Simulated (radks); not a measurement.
The tellurium anion Te2-, [Xe], held by a Watson sphere: a shell of charge +2 at radius R that stands for the Madelung well of a crystal (potential energy -2/R inside, -2/r outside, in hartree with lengths in bohr). All-electron calculation, scalar-relativistic Kohn-Sham, r2SCAN, spin-polarised, spherical densities, finite nucleus; meta-GGA in the generalised Kohn-Sham scheme; Fermi nuclear charge, rms radius of each element as measured or else 0.836 A^(1/3) + 0.57 fm. Program: a radial shooting solver on a logarithmic mesh with Libxc functionals.

| R (bohr) | e(4d) (eV) | e(5s) (eV) | e(5p) (eV) | <r> 5p (bohr) | sum of <r^2> (bohr^2) | X-ray form factor at sin(theta)/lambda = 0.2 1/angstrom |
|---|---|---|---|---|---|---|
| 2.43 | -42.050 | -16.966 | -7.680 | 2.598 | 75.81 | 41.692 |
| 2.53 | -41.821 | -16.716 | -7.550 | 2.624 | 76.88 | 41.660 |
| 3.41 | -40.568 | -14.825 | -6.250 | 2.840 | 86.15 | 41.505 |
| 3.51 | -40.460 | -14.644 | -6.100 | 2.862 | 87.15 | 41.499 |
| 3.89 | -40.071 | -14.014 | -5.545 | 2.940 | 90.83 | 41.489 |
| 4.62 | -39.379 | -13.013 | -4.580 | 3.070 | 97.36 | 41.501 |

Estimate the row for R = 4.35 bohr.

Answer. e(4d) (eV) -39.627; e(5s) (eV) -13.355; e(5p) (eV) -4.920; <r> 5p (bohr) 3.025; sum of <r^2> (bohr^2) 95.02; X-ray form factor at sin(theta)/lambda = 0.2 1/angstrom 41.494.
